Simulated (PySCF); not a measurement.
A PySCF script (with the pyscf-properties extension) for the NMR shieldings of `InChI=1S/C3H6BN/c1-3-4-5-2/h2-3H,1,4H2`, on a GFN2-xTB geometry:

```python
import basis_set_exchange as bse
import numpy as np
from pyscf import gto, dft
from pyscf.prop import nmr

atoms = """
C     2.012266    1.151119    0.394415
N     1.363947    0.202546    0.371466
B     0.463716   -0.931234    0.284462
C    -0.741104   -0.392901   -0.656762
C    -1.768140    0.320883   -0.231853
H     2.602457    2.021512    0.413981
H     0.118499   -1.165589    1.399233
H     1.085855   -1.818379   -0.209385
H    -0.693512   -0.640144   -1.712015
H    -2.565632    0.650674   -0.884056
H    -1.872929    0.604184    0.804550
"""
names = dict.fromkeys(["C", "N", "B", "H"], "pcSseg-1")
basis = {el: gto.basis.parse(bse.get_basis(n, elements=[el], fmt="nwchem")) for el, n in names.items()}
mol = gto.M(atom=atoms, basis=basis, charge=0, verbose=0)
mf = dft.RKS(mol, xc="PBE0")
mf.grids.level = 2
mf.grids.alignment = dft.numint.BLKSIZE   # the property module wants whole blocks of grid points
mf.conv_tol = 1e-9
mf.kernel()

calc = nmr.RKS(mf)   # GIAO
C = mf.mo_coeff
Co = C[:, mf.mo_occ > 0]
resp = mf.gen_response(singlet=True, hermi=2)
def vind(x):   # induced exchange potential for any number of trial vectors
    d = np.einsum("pi,xij,qj->xpq", C, 2 * x.reshape(-1, C.shape[1], Co.shape[1]), Co, optimize=True)
    return np.einsum("xpq,pi,qj->xij", resp(d - d.transpose(0, 2, 1)), C, Co, optimize=True).ravel()
mo1, _ = nmr.rhf.solve_mo1(calc, with_cphf=vind)
sigma = calc.kernel(mo1)
for i, s in enumerate(sigma):   # ppm
    w = np.linalg.eigvalsh((s + s.T) / 2)
    print("%2d %-2s iso %8.1f  s11 %8.1f  s22 %8.1f  s33 %8.1f" % (i, mol.atom_pure_symbol(i), w.mean(), *w))
```

Q: What are the results?

A: 
```
 0 C  iso     76.2  s11      4.0  s22     10.2  s33    214.3
 1 N  iso     22.4  s11   -156.3  s22   -144.0  s33    367.6
 2 B  iso    137.0  s11    128.8  s22    133.9  s33    148.1
 3 C  iso     29.9  s11   -103.4  s22     19.5  s33    173.6
 4 C  iso     54.7  s11    -63.0  s22     71.9  s33    155.3
 5 H  iso     27.6  s11     23.8  s22     23.9  s33     35.1
 6 H  iso     29.3  s11     26.9  s22     28.8  s33     32.1
 7 H  iso     29.4  s11     27.0  s22     29.0  s33     32.2
 8 H  iso     24.7  s11     21.3  s22     25.1  s33     27.6
 9 H  iso     25.8  s11     23.1  s22     25.2  s33     29.2
10 H  iso     25.9  s11     22.8  s22     25.3  s33     29.8
```

These numbers come from an equivalent density-fitted implementation of the same equations, which agrees with the script to about 0.01 ppm for H and up to a few tenths of a ppm for heavy atoms, so last digits may differ.

Size and cost of the density-fitted run: 115 basis functions, 21 s wall time on 1 thread of an Arm Neoverse N1, shared host; peak memory 0.5 GiB.
